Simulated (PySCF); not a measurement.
**Radial density of Mo (molybdenum, neutral)**

UHF, [Kr] 4d5 5p1, high-spin 7P determinant (an excited configuration). Computed with PySCF 2.14 in aug-cc-pwCVDZ-PP with ECP28MDF, with a scalar-relativistic core potential. This is the valence pseudo-density: the core potential removes the inner electrons and smooths the orbitals near the nucleus.

| r (bohr) | 4πr²ρ (e/bohr) | 4πr²(ρα − ρβ) |
| --- | --- | --- |
| 0.0438 | 2.483e-05 | 0.0000 |
| 0.0737 | 7.458e-05 | 0.0000 |
| 0.124 | 0.0003820 | 0.0001 |
| 0.208 | 0.004443 | 0.0012 |
| 0.351 | 0.1026 | 0.0242 |
| 0.590 | 2.410 | 0.3565 |
| 0.992 | 10.75 | 2.0756 |
| 1.67 | 5.888 | 2.7344 |
| 2.81 | 1.122 | 1.0182 |
| 4.72 | 0.2857 | 0.2855 |
| 7.94 | 0.06261 | 0.0626 |
| 13.4 | 0.001837 | 0.0018 |

Energies and moments cover only the electrons outside the core potential.
